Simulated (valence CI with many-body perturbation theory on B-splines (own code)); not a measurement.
# Level structure of Sr⁶⁺

Computed by relativistic CI+MBPT: four valence electrons over a frozen Dirac-Fock core [Ar] 3d10, radial functions for each j: 11 s, 11 p, 9 d, 7 f, 5 g, 2 h, 1 i, with the one-electron correlation potential Σ1, the two-electron term Σ2, the three-electron term Σ3, Breit, model QED; selected CI, second order for the rest, scaled by the run's own slope (own B-spline code, finite nucleus).

Against 13 measured levels this calculation errs by 109 cm⁻¹ on average and by 228 at most. These come from a selection out of Sansonetti, J. Phys. Chem. Ref. Data 41, 013102 (2012). Levels without a partner in it may be off by more. Among the levels kept, up to 350 cm⁻¹ of a level comes from second order outside the variational space, and about a tenth of that is noise between levels of different J, which matters for small intervals.

Levels 1 to 45 of 72, with energies above the lowest level, 4s²4p² ³P_0. "Leading %" is the weight of the configuration and term that name the level; weights of strongly mixed levels are sums over their largest components and can fall short. Lifetimes count E1, E2, E3, M1 and M2 decay at the calculated energies, and are blank where another channel may lead or the interval is too uncertain; long ones can be off by a factor of two.

```
No.  Configuration  Term  J  E (cm⁻¹)  Leading %  Second component  Lifetime
  1         4s²4p²    ³P  0         0         92     5 % 4s²4p² ¹S          
  2         4s²4p²    ³P  1      6837         97                      183 ms
  3         4s²4p²    ³P  2     12539         82    15 % 4s²4p² ¹D    470 ms
  4         4s²4p²    ¹D  2     28379         81    15 % 4s²4p² ³P   23.2 ms
  5         4s²4p²    ¹S  0     51754         91     5 % 4s²4p² ³P   3.73 ms
  6          4s4p³   ⁵S°  2    129090         97                     63.9 ns
  7          4s4p³   ³D°  1    167660         85   7 % 4s²4p4d ³D°    838 ps
  8          4s4p³   ³D°  2    167830         83     7 % 4s4p³ ³P°    963 ps
  9          4s4p³   ³D°  3    170270         91   7 % 4s²4p4d ³D°   1.14 ns
 10          4s4p³   ³P°  0    190320         92   6 % 4s²4p4d ³P°    382 ps
 11          4s4p³   ³P°  1    191110         86   6 % 4s²4p4d ³P°    373 ps
 12          4s4p³   ³P°  2    192080         76     7 % 4s4p³ ³D°    420 ps
 13          4s4p³   ¹D°  2    212880         63  27 % 4s²4p4d ¹D°    219 ps
 14          4s4p³   ³S°  1    233100         71    22 % 4s4p³ ¹P°   31.9 ps
 15          4s4p³   ¹P°  1    247770         65    24 % 4s4p³ ³S°   43.3 ps
 16        4s²4p4d   ³F°  2    254090         94                     1.09 ns
 17        4s²4p4d   ³F°  3    258750         95                     1.33 ns
 18        4s²4p4d   ³F°  4    265850         97                            
 19        4s²4p4d   ³P°  2    279330         38  32 % 4s²4p4d ¹D°   26.9 ps
 20        4s²4p4d   ³P°  1    284800         44  43 % 4s²4p4d ³D°   21.5 ps
 21        4s²4p4d   ¹D°  2    287830         34  27 % 4s²4p4d ³P°   24.8 ps
 22        4s²4p4d   ³P°  0    290490         90     6 % 4s4p³ ³P°   27.9 ps
 23        4s²4p4d   ³P°  1    292770         45  43 % 4s²4p4d ³D°   21.4 ps
 24        4s²4p4d   ³D°  3    294120         86     7 % 4s4p³ ³D°   18.3 ps
 25        4s²4p4d   ³D°  2    294500         62  24 % 4s²4p4d ³P°   20.0 ps
 26        4s²4p4d   ¹F°  3    315510         93                     16.0 ps
 27        4s²4p4d   ¹P°  1    321300         84     7 % 4s4p³ ¹P°   24.1 ps
 28            4p⁴    ³P  2    350910         60   22 % 4s4p²4d ³P    175 ps
 29            4p⁴    ³P  1    360280         68   27 % 4s4p²4d ³P    162 ps
 30            4p⁴    ³P  0    361430         64   25 % 4s4p²4d ³P    156 ps
 31            4p⁴    ¹D  2    366050         61   20 % 4s4p²4d ¹D    277 ps
 32        4s²4p5s   ³P°  0    373520         96                     46.5 ps
 33        4s²4p5s   ³P°  1    374770         77  19 % 4s²4p5s ¹P°   38.7 ps
 34        4s4p²4d    ⁵F  1    378350         95                     8.65 ns
 35        4s4p²4d    ⁵F  2    379830         92    6 % 4s4p²4d ⁵D   7.56 ns
 36        4s4p²4d    ⁵F  3    382250         89    9 % 4s4p²4d ⁵D   7.05 ns
 37        4s4p²4d    ⁵F  4    385820         90    8 % 4s4p²4d ⁵D   38.4 ns
 38        4s²4p5s   ³P°  2    386380         96                     47.0 ps
 39        4s²4p5s   ¹P°  1    389910         76  19 % 4s²4p5s ³P°   25.4 ps
 40        4s4p²4d    ⁵F  5    390410         97                      100 ns
 41        4s4p²4d    ⁵D  0    390480         97                     3.36 ns
 42        4s4p²4d    ⁵D  1    390960         95                     1.79 ns
 43        4s4p²4d    ⁵D  2    391730         89    6 % 4s4p²4d ⁵F   1.00 ns
 44        4s4p²4d    ⁵D  3    392880         82    8 % 4s4p²4d ⁵F    765 ps
 45        4s4p²4d    ⁵D  4    394980         82    9 % 4s4p²4d ³F   29.0 ns
```

Names give the largest LS component (configuration and term), which can be under half, so a name can repeat, a term be missing and a line seem to break the LS rules; names also repeat where a configuration has a term twice.

The ionisation energy to 4s²4p ²P°1/2 of the next ion comes out as 105.03 eV (NIST: 104 ± 2 eV (theoretical)). All 72 levels together are meant to be complete up to 453600 cm⁻¹.
